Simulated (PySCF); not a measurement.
C2H7BF2OSi.
SMILES with atom numbers: `[CH3:1][O:2][CH2:3][SiH2:4][B:5]([F:6])[F:7]` (hydrogens: H8, H9, H10 on C1; H11, H12 on C3; H13, H14 on Si4)

Level: CAM-B3LYP/def2-SVPD in PySCF, non-relativistic, on one gas-phase PBE0-D3(BJ)/def2-SVP geometry that isn't relaxed in the solvent. The solvent is an IEF-PCM continuum (van der Waals radii × 1.2), and excitations are vertical TDDFT with non-equilibrium linear response and a frozen core. The model holds no explicit solvent molecules, cavitation or dispersion.

Gas-phase singlets (H = HOMO, L = LUMO):

```tsv
state	E (eV)	λ (nm)	f	leading configurations
S1	6.611	188	0.018	H→L 83%
S2	6.668	186	0.048	H-1→L 61%, H-2→L 25%, H→L 8%
S3	7.298	170	0.022	H-2→L 66%, H-1→L 28%
S4	7.492	165	0.033	H→L+1 66%, H→L+2 19%
S5	8.000	155	0.015	H→L+3 29%, H-3→L 27%, H→L+2 19%
```

**Question.** Give the list for acetone (ε = 20.49), n² = 1.85.

**Answer.** 
```csv
state,E (eV),λ (nm),f,leading configurations,change by rank (eV)
S1,6.441,192,0.009,H→L 92%,-0.170
S2,6.605,188,0.074,"H-1→L 60%, H-2→L 34%",-0.063
S3,7.137,174,0.019,"H-2→L 60%, H-1→L 35%",-0.161
S4,7.455,166,0.027,"H→L+1 52%, H→L+2 25%",-0.037
S5,7.943,156,0.038,"H-3→L 70%, H→L+2 15%",-0.057
```

**Question.** The ground-state energy changes by -0.134 eV from gas to acetone. By how much does the total energy of gas-phase S1 change?

**Answer.** E(S1) = E(S0) + excitation energy, so it changes by -0.134 − 0.170 = -0.304 eV: it is lowered more than the ground state, which is what a red shift means. This is the vertical state, with the slow part of the continuum still set for S0.

**Question.** How do the frontier levels move from gas to acetone?

**Answer.** 
```json
{"orbital": "LUMO+2", "gas (eV)": "1.47", "solvent (eV)": "1.63", "change (eV)": "+0.16", "Löwdin shares, gas": "B5 23 %, Si4 12 %, C1 11 %, H14 7 %", "Löwdin shares, solvent": "Si4 16 %, B5 14 %, C1 9 %, C3 8 %"}
{"orbital": "LUMO+1", "gas (eV)": "1.09", "solvent (eV)": "1.12", "change (eV)": "+0.03", "Löwdin shares, gas": "B5 28 %, Si4 19 %, C1 9 %, C3 8 %", "Löwdin shares, solvent": "B5 46 %, Si4 14 %, F7 9 %, F6 8 %"}
{"orbital": "LUMO", "gas (eV)": "0.25", "solvent (eV)": "0.30", "change (eV)": "+0.05", "Löwdin shares, gas": "B5 34 %, Si4 21 %, F6 13 %, F7 11 %", "Löwdin shares, solvent": "B5 35 %, Si4 20 %, F6 14 %, F7 12 %"}
{"orbital": "HOMO", "gas (eV)": "-9.35", "solvent (eV)": "-9.13", "change (eV)": "+0.22", "Löwdin shares, gas": "O2 59 %, C1 10 %, C3 10 %, H11 5 %", "Löwdin shares, solvent": "O2 57 %, C1 11 %, C3 10 %, H11 5 %"}
{"orbital": "HOMO-1", "gas (eV)": "-10.04", "solvent (eV)": "-9.88", "change (eV)": "+0.16", "Löwdin shares, gas": "C3 25 %, Si4 24 %, B5 15 %, O2 11 %", "Löwdin shares, solvent": "C3 30 %, Si4 22 %, O2 16 %, B5 10 %"}
{"orbital": "HOMO-2", "gas (eV)": "-10.43", "solvent (eV)": "-10.34", "change (eV)": "+0.09", "Löwdin shares, gas": "Si4 26 %, O2 18 %, B5 12 %, C3 9 %", "Löwdin shares, solvent": "Si4 28 %, B5 17 %, O2 13 %, H13 9 %"}
{"orbital": "HOMO-3", "gas (eV)": "-11.20", "solvent (eV)": "-11.06", "change (eV)": "+0.14", "Löwdin shares, gas": "Si4 39 %, H14 24 %, H13 23 %, C3 4 %", "Löwdin shares, solvent": "Si4 39 %, H14 24 %, H13 23 %, C3 4 %"}
```

The HOMO–LUMO gap goes from 9.60 to 9.43 eV. Rows go by rank; for LUMO+1 the atom shares or the degeneracy differ between the runs, so the row needn't follow one orbital.

The values belong to the conformer `[CH3:1][O:2][CH2:3][SiH2:4][B:5]([F:6])[F:7]`: C1–O2–C3–Si4 179°, O2–C3–Si4–B5 -46°, C3–Si4–B5–F6 122°.
